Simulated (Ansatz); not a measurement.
Reaction (hydrogenolysis of a C–F bond): `FCCOC(F)F` + H₂ → `FCCOCF` + H–F

Isolated molecules relaxed with PBE0-D4/def2-TZVP in Ansatz; ΔE leaves out vibrations. CCSD(T)/CBS is the MP2 limit (def2-TZVPP, def2-QZVPP) plus CCSD(T) − MP2 in def2-TZVPP, frozen cores. This one scheme is used for every species. Each species was taken in one conformer, which may not be the lowest.

`FCCOC(F)F`:

Z-matrix (Å, degrees):
```
C
C 1 1.504
F 1 1.382 2 110.4
H 1 1.093 2 111.0 3 -119.9
H 1 1.095 2 109.6 3 118.7
O 2 1.416 1 114.4 3 76.1
H 2 1.092 1 109.0 3 -166.6
H 2 1.097 1 109.5 3 -48.4
C 6 1.356 2 116.9 1 -71.6
F 9 1.352 6 110.6 2 98.7
F 9 1.343 6 107.8 2 -145.2
H 9 1.095 6 113.6 2 -23.4
```

H₂:

```xyz
2

H     0.019    0.226    0.296
H    -0.019   -0.226   -0.296
```

`FCCOCF`:

```xyz
12

F     0.472    0.528    2.341
C    -0.653    0.127    1.650
C    -0.458    0.298    0.174
O     0.473   -0.663   -0.282
C     0.962   -0.427   -1.532
F    -0.014   -0.615   -2.494
H    -0.844   -0.922    1.892
H    -1.496    0.738    1.986
H    -1.422    0.169   -0.332
H    -0.090    1.311   -0.037
H     1.757   -1.150   -1.717
H     1.314    0.607   -1.649
```

H–F:

Cartesian coordinates in Å:
```
F 0.431 -0.153 0.052
H -0.431 0.153 -0.052
```

| species | CCSD(T)/CBS(def2) energy (Eh) |
| --- | --- |
| `FCCOC(F)F` | -491.69878 |
| H₂ | -1.17544 |
| `FCCOCF` | -392.50127 |
| H–F | -100.39570 |

(1) Work out ΔE.

Largest T1 diagnostic among the species: 0.012.

Answers

(1) ΔE = (-392.50127) + (-100.39570) − (-491.69878) − (-1.17544) = -0.02275 Eh = -14.3 kcal/mol.

From PBE to PBE0 (25 % exact exchange), in def2-TZVPP and without D4, ΔE moves by −0.9 kcal/mol. The D4 term adds +1.0 kcal/mol with B3LYP and +0.5 kcal/mol with PBE0; it sums over pairs of atoms, weighted by their polarisabilities, and B3LYP, whose exchange is more repulsive, gets the larger term. At CCSD(T), def2-SVP lies +7.4 kcal/mol from the extrapolated value and def2-TZVPP +1.6 kcal/mol.

B3LYP here is the variant with VWN-RPA as its local correlation; programs differ in this.
